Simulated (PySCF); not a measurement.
Compound: C₆H₈N₂ (charge +1 and doublet state).
Geometry (GFN2-xTB, Å), atoms numbered from 1 in this order:
```
atom  x, y, z in Å
C1     2.6243   -1.0764    0.0528
N2     1.8458   -0.1454    0.3393
C3     0.8796    0.5787   -0.1852
N4     1.0160    1.6921   -0.7494
C5    -0.5450    0.1896    0.2368
C6    -0.7655    0.2253    1.7036
C7    -1.4138   -0.0559   -0.7078
C8    -2.2321   -0.3826   -1.6541
H9     3.3390   -1.3879    0.8049
H10    2.6302   -1.5980   -0.9029
H11    0.2786    2.3023   -1.0566
H12   -1.8083    0.0142    1.9303
H13   -0.1141   -0.4959    2.1976
H14   -0.5222    1.2098    2.1078
H15   -2.1945   -1.3402   -2.1546
H16   -3.0254    0.2792   -1.9741
```

The hyperfine couplings belong to this conformer and change with its torsions.

As a line formula: `[H]/N=C(N=C)\C(C)=[C]/[CH2+]` [radical] (charge +1).

Computed, not measured: PySCF, UKS B3LYP, pcH-1 on C H N, non-relativistic, mean-field spin-orbit, GIAO. One conformer (not necessarily the lowest) at the GFN2-xTB geometry, without solvent, vibrations or thermal averaging. The geometry wasn't refined by DFT: couplings that depend on bond lengths, twists or pyramidal angles can differ widely from those at the functional's own minimum, by a factor of two or more for some ions and for spin on atoms past the first row. The frame is twisted about the N2–C3 bond at this geometry (dihedral C1–N2–C3–N4 = -94°); couplings at other torsion angles weren't computed. The SCF solution wasn't tested for stability.

Question: Match the computed a_iso(14N) values +58.5, -1.9 MHz with the sites N2; N4.

Answer: 
| site | a_iso (MHz) | ρ(0) (bohr⁻³) | position | distance from N4 (Å) | spin population | largest \|T\| (MHz) |
| --- | --- | --- | --- | --- | --- | --- |
| N2 | -1.9 | -0.0058 | 2 bonds from N4 | 2.29 | +0.02 | 2.5 |
| N4 | +58.5 | +0.1811 | largest spin population | 0.00 | +0.57 | 51.7 |

Question: The isotropic 1H couplings, averaged over equivalent nuclei, are +44.2, +36.5, +33.8, +17.8, +9.8, +6.3 MHz. Assign them to H9; H10; H11; H12/H13/H14; H15; H16.

Answer: 
```
       site  a_iso (MHz)  ρ(0) (bohr⁻³)                                         position  distance from N4 (Å)  bound to  spin population there  largest |T| (MHz)
         H9         +9.8        +0.0022                                  4 bonds from N4                  4.16        C1                  -0.01                1.5
        H10         +6.3        +0.0014                                  4 bonds from N4                  3.67        C1                  -0.01                2.3
        H11        +44.2        +0.0099                                   1 bond from N4                  1.01        N4                  +0.57               42.2
H12/H13/H14        +17.8        +0.0040                                  4 bonds from N4                  3.79        C6                   0.00                3.5
        H15        +33.8        +0.0076  5 bonds from N4, on C8 of spin population +0.10                  4.63        C8                  +0.10                8.3
        H16        +36.5        +0.0082  5 bonds from N4, on C8 of spin population +0.10                  4.45        C8                  +0.10                8.7
```

ρ(0) is the spin density at the nucleus and T the dipolar tensor; entries for several nuclei are means. The largest Mulliken spin populations are on N4 (+0.57), C7 (+0.15), C5 (+0.15) and C8 (+0.10).

Class means assume fast exchange of nuclei equivalent by connectivity; if that motion is slow, each nucleus keeps its own coupling. H15 and H16 aren't averaged: C8 is flat or nearly so (angle sum 360°), and its turn about the short C8–C7 bond (1.29 Å) is taken as slow. The three 1H nuclei of mean +17.8 MHz run from 13.1 to 24.5 MHz in the frozen geometry.

C7, the radical centre as drawn in `[H]/N=C(N=C)\C(C)=[C]/[CH2+]`, holds a spin population of +0.15 out of 1.
